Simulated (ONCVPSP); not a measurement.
zirconium: one change to an ONCV potential, before and after

Zr, optimised norm-conserving Vanderbilt (ONCV), made with ONCVPSP 4.0.1 (PBE, fully relativistic). Core [Ar] 3d10, reference 4s2 4p6 4d2 (charge +2). Waves: 4s: rc 1.25 bohr, ncon 4, nbas 7, qcut 5.5 1/bohr, 2 projectors, debl 0.4 Ha; 4p: rc 2.25 bohr, ncon 4, nbas 8, qcut 6.5 1/bohr, 2 projectors, debl 0.6 Ha; 4d: rc 2.55 bohr, ncon 3, nbas 8, qcut 5.4 1/bohr, 3 projectors, debl 3.6 Ha. Local part: polynomial inside 0.90 bohr (lpopt 5, dvloc0 0 Ha). Core correction: none.

Open shells are filled in proportion to 2j + 1.

In the s channel the program set the typed energies aside and used -2.534, 0.250 Ha. In the p channel the program set the typed energies aside and used -1.703, 0.250 Ha (j = l + 1/2; the other j can differ).

Change: d: qcut 6.5.

Cutoffs: the cutoffs (Ha) at which the residual kinetic energy of the hardest occupied pseudo-wave falls to 1 and 0.1 mHa per electron; they do not see the model core or the augmentation charge, which bear on the density cutoff. Errors are all-electron minus pseudo energies relative to the spin-unpolarised reference configuration.

**Question.** How do hardness, ghosts and transferability respond?

**Answer.** The potential gets neither clearly harder nor softer (63 Ha and 79 Ha → 63 Ha and 79 Ha); the s channel sets the loose cutoff, while the largest relative change is in d, which becomes harder; of the 4 tests that both files solve, the error grows in 0 and shrinks in 2 by more than 15 % and 0.3 meV (median size 17.7 → 8.6 meV); neither file shows a bound ghost.

| quantity | base | changed |
| --- | --- | --- |
| cutoff, loose | 63 Ha | 63 Ha |
| cutoff, tight | 79 Ha | 79 Ha |
| loose cutoff by channel | s 63 Ha, p 11 Ha, d 11 Ha | s 63 Ha, p 11 Ha, d 13 Ha |
| bound ghosts | none | none |
| GHOST(+) flags under 300 eV | s at 10.8 eV, d5/2 at 261.8 eV, d3/2 at 265.9 eV | s at 10.8 eV, d5/2 at 115.8 eV, d3/2 at 165.8 eV |
| error for 4s2 4p6 4d2 5s2, meV [ΔE -20.08 eV] | -0.5 | +0.4 |
| error for 4s2 4p6 4d2 5s1, meV [ΔE -12.94 eV] | -0.4 | +0.2 |
| error for 4s2 4p6 4d1, meV [ΔE 22.62 eV] | +35 | +17 |
| error for 4s2 4p6 4d0, meV [ΔE 56.84 eV] | +217 | +108 |
| s: phases at 1.27 bohr within 0.05 rad from the reference energy up to (Ha; the scan ends near 5) | to the end of the scan | to the end of the scan |
| p3/2: phases at 2.28 bohr within 0.05 rad from the reference energy up to (Ha; the scan ends near 5) | 3.9 | 3.9 |
| p1/2: phases at 2.28 bohr within 0.05 rad from the reference energy up to (Ha; the scan ends near 5) | 3.9 | 3.9 |
| d5/2: phases at 2.58 bohr within 0.05 rad from the reference energy up to (Ha; the scan ends near 5) | to the end of the scan | 4.0 |
| d3/2: phases at 2.58 bohr within 0.05 rad from the reference energy up to (Ha; the scan ends near 5) | to the end of the scan | 4.7 |
